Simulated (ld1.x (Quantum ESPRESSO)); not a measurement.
Configuration tests for carbon (C) (TM)

carbon, norm-conserving Troullier–Martins (Kleinman–Bylander form), made with ld1.x (Quantum ESPRESSO) 7.5 (PBE, non-relativistic). Core [He], reference 2s1.5 2p2.5. Waves: 2s (bound): rc 1.05 bohr; 2p (bound): rc 2.90 bohr; 3d channel at 0.25 Ry: rc 2.90 bohr. Local part: all-electron potential smoothed inside 1.95 bohr (lloc = -2). Core correction: Bessel-smoothed model core inside 0.80 bohr.

Energies are relative to the spin-unpolarised reference configuration 2s1.5 2p2.5; without spin polarisation the order of configurations can differ from experiment.

```
valence configuration  charge  ΔE all-electron (eV)  error AE − PS (meV)
              2s2 2p2       0                -4.229                 -7.6
              2s2 2p1      +1                 6.637                 +191
              2s2 2p0      +2                30.796                +1244
            2s2 2p1.5    +0.5                -0.263                  +41
              2s1 2p0      +3                78.969                +2467
            2s2 2p2.3    -0.3                -5.388                  -17
```

(1) What are ΔE and the potential's error for 2s1 2p2?

Levels in the configuration 2s2 2p2:

| level | all-electron (eV) | pseudo (eV) |
| --- | --- | --- |
| 2s | -13.739 | -13.662 |
| 2p | -5.289 | -5.242 |

Answers

(1) ΔE = 15.373 eV all-electron; the error (AE − PS) is -25 meV.
